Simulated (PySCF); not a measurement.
PySCF job for CH9GeN3, SMILES [CH3][Ge]([NH2])([NH2])[NH2], TDDFT-PBE/def2-SVPD. Geometry optimised at PBE0-D3(BJ)/def2-SVP. The values are those of a single conformer.

```python
import numpy as np
from pyscf import gto, scf, dft, tdscf

mol = gto.M(
    atom='''
    C     1.80658135   -0.68595587   -0.00000001
    Ge   -0.00773067   -0.00295623   -0.00000000
    N    -0.23784540    0.90430648    1.58582234
    N    -1.28629120   -1.30219288   -0.00000000
    N    -0.23784542    0.90430650   -1.58582232
    H     2.54480461    0.13040401   -0.00000002
    H     1.97038202   -1.30619812    0.89251652
    H     1.97038201   -1.30619812   -0.89251656
    H    -1.07460224    1.47834609    1.64685622
    H     0.55810561    1.46415928    1.87951817
    H    -1.85540390   -1.36881235    0.83660767
    H    -1.85540392   -1.36881234   -0.83660765
    H     0.55810558    1.46415931   -1.87951815
    H    -1.07460227    1.47834611   -1.64685617
    ''',
    basis='def2-SVPD',
    charge=0,
    spin=0,
    symmetry=True,
    max_memory=1600,
    verbose=4,
)
mf = dft.RKS(mol, xc='pbe').density_fit(auxbasis='def2-universal-jkfit')
mf.grids.level = 3
mf.conv_tol = 1e-9
mf.max_cycle = 100
mf.kernel()
mf.grids = dft.Grids(mol).set(level=1).build(with_non0tab=True)  # coarser grid for the response kernel
td = tdscf.TDDFT(mf)
td.singlet = True
td.nstates = 10
td.conv_tol = 1e-4
td.positive_eig_threshold = 1e-6
td.kernel(x0=td.get_init_guess(mf, 15))
td.analyze()
tt = tdscf.TDA(mf)
tt.singlet = False
tt.nstates = 4
tt.conv_tol = 1e-4
tt.positive_eig_threshold = 1e-6
tt.kernel(x0=tt.get_init_guess(mf, 9))
tt.analyze(verbose=3)
```

Log of the run:

```
PySCF version 2.14.0

[INPUT] verbose = 4
[INPUT] num. atoms = 14
[INPUT] num. electrons = 68
[INPUT] charge = 0
[INPUT] spin (= nelec alpha-beta = 2S) = 0
[INPUT] symmetry True subgroup None
[INPUT] Mole.unit = angstrom
[INPUT] Symbol           X                Y                Z      unit          X                Y                Z       unit  Magmom
[INPUT]  1 C      1.806581350000  -0.685955870000  -0.000000010000 AA    3.413943973247  -1.296268727838  -0.000000018897 Bohr   0.0
[INPUT]  2 Ge    -0.007730670000  -0.002956230000   0.000000000000 AA   -0.014608849059  -0.005586465061   0.000000000000 Bohr   0.0
[INPUT]  3 N     -0.237845400000   0.904306480000   1.585822340000 AA   -0.449462665988   1.708891579869   2.996769904817 Bohr   0.0
[INPUT]  4 N     -1.286291200000  -1.302192880000   0.000000000000 AA   -2.430738084438  -2.460787904559   0.000000000000 Bohr   0.0
[INPUT]  5 N     -0.237845420000   0.904306500000  -1.585822320000 AA   -0.449462703782   1.708891617664  -2.996769867022 Bohr   0.0
[INPUT]  6 H      2.544804610000   0.130404010000  -0.000000020000 AA    4.808983753431   0.246427864445  -0.000000037795 Bohr   0.0
[INPUT]  7 H      1.970382020000  -1.306198120000   0.892516520000 AA    3.723482378567  -2.468356711222   1.686611784450 Bohr   0.0
[INPUT]  8 H      1.970382010000  -1.306198120000  -0.892516560000 AA    3.723482359670  -2.468356711222  -1.686611860039 Bohr   0.0
[INPUT]  9 H     -1.074602240000   1.478346090000   1.646856220000 AA   -2.030703926444   2.793669227422   3.112107222336 Bohr   0.0
[INPUT] 10 H      0.558105610000   1.464159280000   1.879518170000 AA    1.054666751483   2.766860041940   3.551774587444 Bohr   0.0
[INPUT] 11 H     -1.855403900000  -1.368812350000   0.836607670000 AA   -3.506205221450  -2.586680457422   1.580959370011 Bohr   0.0
[INPUT] 12 H     -1.855403920000  -1.368812340000  -0.836607650000 AA   -3.506205259244  -2.586680438525  -1.580959332216 Bohr   0.0
[INPUT] 13 H      0.558105580000   1.464159310000  -1.879518150000 AA    1.054666694792   2.766860098632  -3.551774549649 Bohr   0.0
[INPUT] 14 H     -1.074602270000   1.478346110000  -1.646856170000 AA   -2.030703983136   2.793669265216  -3.112107127850 Bohr   0.0

nuclear repulsion = 419.650725845668
point group symmetry = Cs
symmetry origin: [ 5.55801758e-10 -2.77900898e-10  3.05690994e-09]
symmetry axis x: [1.00000000e+00 3.40582121e-09 4.47389177e-10]
symmetry axis y: [ 3.40582122e-09 -1.00000000e+00 -3.03917508e-09]
symmetry axis z: [-4.47389167e-10 -3.03917509e-09  1.00000000e+00]
num. orbitals of irrep A' = 112
num. orbitals of irrep A" = 78
number of shells = 82
number of NR pGTOs = 290
number of NR cGTOs = 190
basis = def2-SVPD
ecp = {}


[settings echo left out]
init E= -2283.33388368072
HOMO (A") = -0.299403121391694  LUMO (A') = -0.0492666844295599  gap/eV = 6.80656
cycle= 1 E= -2283.66602045771  delta_E= -0.332  |g|= 1.02  |ddm|= 5.01
HOMO (A") = -0.0849022426722237  LUMO (A') = 0.00270859957311798  gap/eV = 2.38401
cycle= 2 E= -2283.15727546132  delta_E= 0.509  |g|= 1.81  |ddm|= 10.7
HOMO (A") = -0.209641985119383  LUMO (A') = -0.0243810733015732  gap/eV = 5.04121
cycle= 3 E= -2283.86253130153  delta_E= -0.705  |g|= 0.175  |ddm|= 8.55
HOMO (A") = -0.200469554028936  LUMO (A') = -0.0222503263198095  gap/eV = 4.84959
cycle= 4 E= -2283.86864138981  delta_E= -0.00611  |g|= 0.0533  |ddm|= 0.528
HOMO (A") = -0.198311718113187  LUMO (A') = -0.0220208594911973  gap/eV = 4.79712
cycle= 5 E= -2283.86919308551  delta_E= -0.000552  |g|= 0.0219  |ddm|= 0.109
HOMO (A") = -0.199874819290564  LUMO (A') = -0.0222107527225344  gap/eV = 4.83449
cycle= 6 E= -2283.86928252689  delta_E= -8.94e-05  |g|= 0.00468  |ddm|= 0.0528
HOMO (A") = -0.199483326040944  LUMO (A') = -0.0221770138424819  gap/eV = 4.82475
cycle= 7 E= -2283.86928732969  delta_E= -4.8e-06  |g|= 0.00175  |ddm|= 0.0138
HOMO (A") = -0.199598546782864  LUMO (A') = -0.0221988358868201  gap/eV = 4.82729
cycle= 8 E= -2283.86928803108  delta_E= -7.01e-07  |g|= 0.000365  |ddm|= 0.00364
HOMO (A") = -0.199624786596356  LUMO (A') = -0.0222158549444593  gap/eV = 4.82754
cycle= 9 E= -2283.86928806359  delta_E= -3.25e-08  |g|= 8.18e-05  |ddm|= 0.000724
HOMO (A") = -0.199623299113189  LUMO (A') = -0.0222132760612723  gap/eV = 4.82757
cycle= 10 E= -2283.86928806549  delta_E= -1.9e-09  |g|= 1.07e-05  |ddm|= 0.000194
HOMO (A") = -0.199623541476263  LUMO (A') = -0.0222133491834091  gap/eV = 4.82758
cycle= 11 E= -2283.86928806553  delta_E= -3.82e-11  |g|= 3.63e-06  |ddm|= 2.5e-05
HOMO (A") = -0.199623017466038  LUMO (A') = -0.0222132850903578  gap/eV = 4.82756
Extra cycle  E= -2283.86928806553  delta_E= 3.18e-12  |g|= 3.74e-06  |ddm|= 1.69e-05
converged SCF energy = -2283.86928806553
tot grids = 50208
Overwritten attributes  positive_eig_threshold  of <class 'pyscf.tdscf.rks.CasidaTDDFT'>


******** <class 'pyscf.tdscf.rks.CasidaTDDFT'> for <class 'pyscf.df.df_jk.DFSymAdaptedRKS'> ********
nstates = 10 singlet
deg_eia_thresh = 1.000e-03
wfnsym = None
conv_tol = 0.0001
eigh lindep = 1e-12
eigh level_shift = 0
eigh max_cycle = 100


Excitation energies (eV)
[4.92162169 5.11261792 5.94625207 6.09750359 6.34584392 6.36577145
 6.41379178 6.48167097 6.67560806 7.05038335]

** Singlet excitation energies and oscillator strengths **
Excited State   1:   A"      4.92162 eV    251.92 nm  f=0.0383
      34 -> 35       -0.70420
Excited State   2:   A'      5.11262 eV    242.51 nm  f=0.0473
      33 -> 35       -0.70443
Excited State   3:   A'      5.94625 eV    208.51 nm  f=0.0402
      32 -> 35       -0.69699
      34 -> 37        0.10825
Excited State   4:   A"      6.09750 eV    203.34 nm  f=0.0002
      34 -> 36        0.70325
Excited State   5:   A'      6.34584 eV    195.38 nm  f=0.0040
      33 -> 36       -0.37933
      34 -> 37       -0.59010
Excited State   6:   A'      6.36577 eV    194.77 nm  f=0.0233
      33 -> 36       -0.59145
      34 -> 37        0.37123
Excited State   7:   A"      6.41379 eV    193.31 nm  f=0.0031
      33 -> 37       -0.64579
      34 -> 38        0.28564
Excited State   8:   A"      6.48167 eV    191.28 nm  f=0.0346
      33 -> 37        0.28641
      34 -> 38        0.63160
Excited State   9:   A'      6.67561 eV    185.73 nm  f=0.0173
      33 -> 38        0.70154
Excited State  10:   A"      7.05038 eV    175.85 nm  f=0.0005
      34 -> 39        0.70628

** Transition electric dipole moments (AU) **
state          X           Y           Z        Dip. S.      Osc.
  1        -0.0000      0.0000     -0.5639      0.3180      0.0383
  2        -0.2772      0.5482     -0.0000      0.3774      0.0473
  3         0.1129      0.5131      0.0000      0.2760      0.0402
  4        -0.0000     -0.0000      0.0402      0.0016      0.0002
  5         0.1053      0.1204      0.0000      0.0256      0.0040
  6         0.0342     -0.3849     -0.0000      0.1493      0.0233
  7         0.0000      0.0000      0.1403      0.0197      0.0031
  8        -0.0000      0.0000     -0.4668      0.2179      0.0346
  9         0.3250     -0.0135     -0.0000      0.1058      0.0173
 10         0.0000      0.0000      0.0514      0.0026      0.0005

** Transition velocity dipole moments (imaginary part, AU) **
state          X           Y           Z        Dip. S.      Osc.
  1        -0.0000      0.0000     -0.1113      0.0124      0.0457
  2        -0.0565      0.1134     -0.0000      0.0161      0.0570
  3         0.0261      0.1187      0.0000      0.0148      0.0451
  4        -0.0000      0.0000      0.0065      0.0000      0.0001
  5         0.0280      0.0309     -0.0000      0.0017      0.0050
  6         0.0110     -0.0987     -0.0000      0.0099      0.0281
  7         0.0000      0.0000      0.0343      0.0012      0.0033
  8        -0.0000      0.0000     -0.1159      0.0134      0.0376
  9         0.0813     -0.0071      0.0000      0.0067      0.0181
 10         0.0000     -0.0000      0.0124      0.0002      0.0004

** Transition magnetic dipole moments (imaginary part, AU) **
state          X           Y           Z
  1         0.7234      0.0198     -0.0000
  2         0.0000     -0.0000      0.4951
  3         0.0000     -0.0000      0.1379
  4        -0.0203      0.0846     -0.0000
  5        -0.0000     -0.0000     -0.1458
  6        -0.0000     -0.0000     -0.4182
  7         0.2807     -0.0158     -0.0000
  8         0.2528      0.1902     -0.0000
  9        -0.0000      0.0000     -0.3819
 10         0.0586     -0.3898     -0.0000
Overwritten attributes  positive_eig_threshold  of <class 'pyscf.tdscf.rks.TDA'>


******** <class 'pyscf.tdscf.rks.TDA'> for <class 'pyscf.df.df_jk.DFSymAdaptedRKS'> ********
nstates = 4 triplet
deg_eia_thresh = 1.000e-03
wfnsym = None
conv_tol = 0.0001
eigh lindep = 1e-12
eigh level_shift = 0
eigh max_cycle = 100


Excitation energies (eV)
[4.71801786 4.92995726 5.75505123 6.04522803]

** Triplet excitation energies and oscillator strengths **
Excited State   1:   A"      4.71802 eV    262.79 nm  f=0.0000
Excited State   2:   A'      4.92996 eV    251.49 nm  f=0.0000
Excited State   3:   A'      5.75505 eV    215.44 nm  f=0.0000
Excited State   4:   A"      6.04523 eV    205.09 nm  f=0.0000
```

The calculation finished and met its thresholds.

Cost: about 2.4 core-minutes (a rough figure).
